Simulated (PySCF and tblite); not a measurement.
The numbers below are computed, except where a source is named.
methyl bromide, CH₃Br, numbered as in [CH3:1][Br:2].

Classical Langevin dynamics with GFN2-xTB (tblite), gas phase: time step 1.5 fs, H mass 4 u, friction 0.005 fs⁻¹, 400 steps to settle and 8000 to sample, one trajectory a temperature from the lowest conformer.

GIAO shieldings at PBE0/pcSseg-1 (PySCF) on 20 frames a temperature; like atoms are averaged, and of two unlike H on one atom a is the less shielded at the minimum.

(1) How far do thermal motions move the shieldings from their values at the minimum?

(2) What do the single frames at 500 K give for H1?

Spin–orbit effects of the heavy atoms on shieldings are missing. Changes within two standard errors are not significant.

The study took 2.3 min on 1 thread of Arm Neoverse V2, shared host (rough), peak memory 0.32 GiB, launched as `OMP_NUM_THREADS=1 python ens_run.py task.json out`.

## Answers

(1) 
```tsv
signal	σ at minimum (ppm)	Δσ, 100 K	Δσ, 300 K	Δσ, 500 K
C1	164.7	-1.1 ± 0.6	-0.9 ± 1.4	-3.5 ± 1.1
Br2	2503.6	-16.2 ± 7.7	-23.3 ± 17.1	-73.0 ± 14.9
H1	28.86	-0.16 ± 0.05	-0.29 ± 0.12	-0.34 ± 0.16
```

Errors are standard errors over frames. Zero-point motion is missing, and a reference compound would move too.

(2) 
| t (fs) | V above the minimum, tight binding (kcal/mol) | E above it, DFT (kcal/mol) | torsions (°) | σ (ppm) |
| --- | --- | --- | --- | --- |
| 900 | 3.2 | 3.5 | none | 28.87 |
| 1500 | 2.4 | 2.1 | none | 27.72 |
| 2100 | 5.7 | 6.9 | none | 29.76 |
| 2700 | 3.2 | 3.6 | none | 28.57 |
| 3300 | 3.9 | 4.5 | none | 28.67 |
| 3900 | 5.0 | 5.0 | none | 27.60 |
| 4500 | 6.2 | 6.2 | none | 28.52 |
| 5100 | 2.1 | 2.1 | none | 28.23 |
| 5700 | 8.1 | 9.3 | none | 29.46 |
| 6300 | 8.2 | 8.2 | none | 27.36 |
| 6900 | 5.6 | 6.1 | none | 29.19 |
| 7500 | 3.6 | 3.6 | none | 28.15 |
| 8100 | 4.1 | 4.1 | none | 28.03 |
| 8700 | 6.2 | 6.5 | none | 29.16 |
| 9300 | 8.0 | 8.0 | none | 27.95 |
| 9900 | 4.9 | 5.3 | none | 28.88 |
| 10500 | 7.9 | 8.1 | none | 28.02 |
| 11100 | 2.7 | 3.4 | none | 29.81 |
| 11700 | 7.2 | 7.3 | none | 28.10 |
| 12300 | 3.0 | 3.0 | none | 28.30 |
